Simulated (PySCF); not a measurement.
Excitation energy of In by level of theory

In [Kr] 4d10 5s2 5p1 (2P) → In [Kr] 4d10 5s1 5p2 (4P), as a difference of total energies. Computed with PySCF 2.14 in aug-cc-pVTZ-DK3 (8s7p5d2f, 68 functions), with scalar relativity by spin-free X2C-1e. Correlated levels: valence: [Kr] 4d10 frozen. The calculations carry no spin-orbit coupling.

```
           method  excitation energy (eV)
              UHF                   2.891
    MP2 (valence)                   3.514
SCS-MP2 (valence)                   3.754
   CCSD (valence)                   3.728
CCSD(T) (valence)                   3.746
```

Q: How much does correlation contribute at CCSD(T) (valence)?

A: 3.746 − (2.891) = 0.855 eV, measured against UHF.

Errors of the correlated levels include the incompleteness of this basis and the frozen core.

For comparison: 4.350 eV (measured; NIST levels, between the centres of gravity of the two terms).
